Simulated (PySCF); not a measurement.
# Adding and removing an electron: RbAl

UHF; Rb def2-SVP with ECP28, Al def2-SVP; scalar-relativistic core potentials (PySCF 2.14). Neutral (UHF): triplet (σ ↑, π ↑), Re = 3.706 Å, ωe = 106 cm⁻¹, De = 0.16 eV, HOMO -4.35 eV, LUMO -0.20 eV.

RbAl⁺ (UHF): doublet (σ ↑), Re = 4.239 Å, ωe = 71.5 cm⁻¹, De = 0.38 eV to Rb⁺ + Al. The energies at the minima are -265.59772 hartree for RbAl and -265.46598 for RbAl⁺.

Task: Work out the adiabatic ionisation energy, without and with harmonic zero-point energies (1 hartree = 27.2114 eV, 1 eV = 8065.5 cm⁻¹), and the change of the bond length.

Result: At UHF: 0.13174 hartree = 3.585 eV between the minima; the zero-point term (71.5 − 106.0)/2 cm⁻¹ = -0.002 eV makes it 3.583 eV. Re changes by +53.3 pm against the neutral. The electron leaves a π orbital, and the ion is left as a loose complex of an ion and an atom.

Spin–orbit coupling is left out. For an ion De counts to the pair picked by the measured ionisation energies or electron affinities, which need not be the lowest pair at this level. Hartree–Fock leaves out correlation, which carries a large part of most bond energies and some tenths to 1 eV of ionisation energies. States were picked by a PBE0 search and need not be the measured ground states.
